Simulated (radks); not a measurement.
Values are calculated unless marked as measured or tabulated.
All-electron atom: Tm2+ in [Xe] 4f13 (the NIST ground configuration). Code: a radial shooting solver on a logarithmic mesh with Libxc functionals. Model: Dirac Kohn-Sham, PBE, spin-unpolarised, spherical densities, point nucleus; open shells are shared between the two j in proportion to 2j + 1.

Unscreened Slater integrals over Kohn-Sham orbitals (eV). Large and small components are both included.

\begin{tabular}{lr}
integral & value \\ \hline
F0(4f7/2,4f7/2) & 31.974 \\
F2(4f7/2,4f7/2) & 14.709 \\
F4(4f7/2,4f7/2) & 9.1403 \\
F6(4f7/2,4f7/2) & 6.5519 \\
F0(4f7/2,4f5/2) & 32.323 \\
F2(4f7/2,4f5/2) & 14.895 \\
F4(4f7/2,4f5/2) & 9.2607 \\
G2(4f7/2,4f5/2) & 14.854 \\
G4(4f7/2,4f5/2) & 9.2362 \\
G6(4f7/2,4f5/2) & 6.6222 \\
F0(4f7/2,5p3/2) & 19.688 \\
F2(4f7/2,5p3/2) & 6.5578 \\
G2(4f7/2,5p3/2) & 3.5398 \\
G4(4f7/2,5p3/2) & 2.6743 \\
F0(4f7/2,5p1/2) & 20.943 \\
G4(4f7/2,5p1/2) & 3.1439 \\
F0(4f5/2,4f5/2) & 32.679 \\
F2(4f5/2,4f5/2) & 15.089 \\
F4(4f5/2,4f5/2) & 9.3863 \\
F0(4f5/2,5p3/2) & 19.779 \\
F2(4f5/2,5p3/2) & 6.4942 \\
G2(4f5/2,5p3/2) & 3.4266 \\
G4(4f5/2,5p3/2) & 2.6029 \\
F0(4f5/2,5p1/2) & 21.051 \\
G2(4f5/2,5p1/2) & 4.0898 \\
F0(5p3/2,5p3/2) & 16.387 \\
F2(5p3/2,5p3/2) & 8.7824 \\
F0(5p3/2,5p1/2) & 16.991 \\
G2(5p3/2,5p1/2) & 8.9752 \\
F0(5p1/2,5p1/2) & 17.687 \\
\end{tabular}
